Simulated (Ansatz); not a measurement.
Relaxation of BCl$_{3}$FH (6 atoms, charge 0, multiplicity 1), to a largest force component of 0.03 eV/Å in at most 50 steps.

All numbers below come from RKS r2SCAN-D4/def2-SVP (Ansatz 0.2.0).

```xyz
6
Properties=species:S:1:pos:R:3
B 0.006 0.260 -0.077
F 0.014 0.408 1.239
Cl 1.526 0.288 -0.935
Cl -1.527 0.171 -0.905
Cl 0.064 -2.618 0.967
H 0.054 -1.624 1.853
```

Where does it end, and by what steps?

The forces met the threshold. After 6 steps the energy has fallen by 0.048 eV; H6 moved furthest, 0.19 Å.

```csv
step,energy less start (eV),largest force component (eV/Å),accepted
0,0.0000,0.988,yes
1,-0.0250,0.532,yes
2,-0.0182,0.526,no
3,-0.0382,0.438,yes
4,-0.0435,0.289,yes
5,-0.0346,0.993,no
6,-0.0478,0.028,yes
```

```xyz
6
Properties=species:S:1:pos:R:3
B 0.000 0.330 -0.120
F 0.006 0.468 1.196
Cl 1.523 0.327 -0.974
Cl -1.532 0.246 -0.952
Cl 0.085 -2.699 1.041
H 0.055 -1.787 1.951
```

Whether the end is a true minimum wasn't checked by a vibrational analysis.

Run time: 19 s on 2 threads of Intel(R) Xeon(R) Platinum 8488C (Sapphire Rapids), with other jobs on the host, peak memory 0.17 GiB.
